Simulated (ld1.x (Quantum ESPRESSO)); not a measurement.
# What one change does to a pseudopotential (Sc (Z = 21), ultrasoft)

- Element: Sc (Z = 21)
- Generator: ld1.x (Quantum ESPRESSO) 7.5
- Type: ultrasoft
- Functional: LDA (PZ)
- Relativity: scalar-relativistic
- Frozen core: [Ar]
- Valence charge: 3
- Reference configuration: 3d1 4s2 4p0
- Partial waves: 4s (bound): rcut 3.10, rcutus 3.30 bohr; 4s channel at 0.4 Ry: rcut 3.10, rcutus 3.30 bohr; 4p (bound, empty): rcut 3.05, rcutus 3.80 bohr; 4p channel at 0.95 Ry: rcut 3.05, rcutus 3.80 bohr; 3d (bound): rcut 2.50, rcutus 2.90 bohr; 3d channel at 0.15 Ry: rcut 2.50, rcutus 2.90 bohr
- Local potential: all-electron potential smoothed inside 2.60 bohr (lloc = -2)
- Core correction: a·sin(br)/r model core inside 2.70 bohr
- Augmentation charge: PSQ, inside the norm-conserving radii

All-electron outer shells of the reference configuration (LDA (PZ), scalar-relativistic, ld1.x):

```tsv
shell	level (eV)	outermost node (bohr)	outermost maximum (bohr)
3s	-54.71	0.42	0.92
3p	-33.56	0.39	0.97
4s	-4.30	1.33	3.06
3d	-3.42	–	1.10
4p	-1.52	1.49	4.03
```

Change: waves 4p (bound): rcut 2.40, rcutus 2.54 bohr; 4p channel at 0.95 Ry: rcut 2.40, rcutus 2.54 bohr.

Cutoffs: the cutoffs (Ry, on a coarse ladder) from which the occupation-weighted sum of valence levels, in a spherical-Bessel basis at the reference potential, stays within 10 and 1 mRy of its value at 400 Ry; they do not see the model core or the augmentation charge, which bear on the density cutoff. Errors are all-electron minus pseudo energies relative to the spin-unpolarised reference configuration.

Task: Predict the effect on cutoff, ghosts and configuration errors.

Result: Both files are so soft that the ladder of cutoffs tells neither apart; a bound ghost appears in p, which as a rule spoils a file; the number of tests that count goes from 8 to 6; the errors of the 6 common tests hardly move.

```csv
quantity,base,changed
"cutoff, loose",8 Ry,8 Ry
"cutoff, tight",12 Ry,12 Ry
bound ghosts,none,p
"tests counted (converged, no solver errors)",8 of 9,6 of 9
"error for 3d1 4s1 4p0, meV [ΔE 7.07 eV]",-1.6,-1.6
"error for 3d1 4s0 4p0, meV [ΔE 20.03 eV]",-2.3,-2.3
"error for 3d1 4s1.5 4p0, meV [ΔE 2.82 eV]",-0.5,-0.5
"error for 3d1.5 4s1.5 4p0, meV [ΔE 0.65 eV]",+0.6,+0.6
"error for 3d1 4s2 4p0 (spin-polarised), meV [ΔE -0.15 eV]",+373,+373
"error for 3d1 4s1 4p0 (spin-polarised), meV [ΔE 6.52 eV]",+509,+509
lowest overlap eigenvalue by channel,"s 0.42, p 0.63, d 0.50","s 0.42, p 0.74, d 0.50"
```

Base: Tests not counted: 3d2 4s1 4p0 (solver errors, printed error -36.8 eV). Changed file: Tests not counted: 3d1 4s1 4p1 (solver errors, printed error -23.1 eV); 3d2 4s1 4p0 (solver errors, printed error -36.8 eV); 3d1 4s0 4p1 (solver errors, printed error -6.0 eV). A true bound ghost makes a file unfit for plane-wave use even where its test errors are small: the radial tests pick states by their node count and pass the ghost by. Where a test does run into it, the solver fails or the error is huge.
